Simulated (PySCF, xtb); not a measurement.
C2H8AsGa, SMILES [AsH2][Ga]([CH3])[CH3].

Harmonic wavenumbers (cm⁻¹) from GFN2-xTB run with xtb at its own minimum, in rising order: 40, 57, 58, 85, 105, 114, 216, 456, 494, 506, 518, 535, 575, 584, 639, 996, 1264, 1275, 1449, 1455, 1458, 1462, 1825, 1838, 2913, 2913, 2917, 2920, 2927, 2932.

Task: What does PySCF with B3LYP-D3(BJ)/def2-SVP give at its own minimum? (Estimate from the structure and the level; the computed values follow.)

Result: 13, 32, 87, 117, 126, 141, 239, 488, 526, 560, 569, 621, 698, 703, 770, 992, 1210, 1213, 1424, 1425, 1431, 1434, 2167, 2182, 3020, 3021, 3104, 3107, 3132, 3137. Paired by order, the mean absolute difference is 91 cm⁻¹ and the zero-point energies are 50.8 and 53.9 kcal/mol.
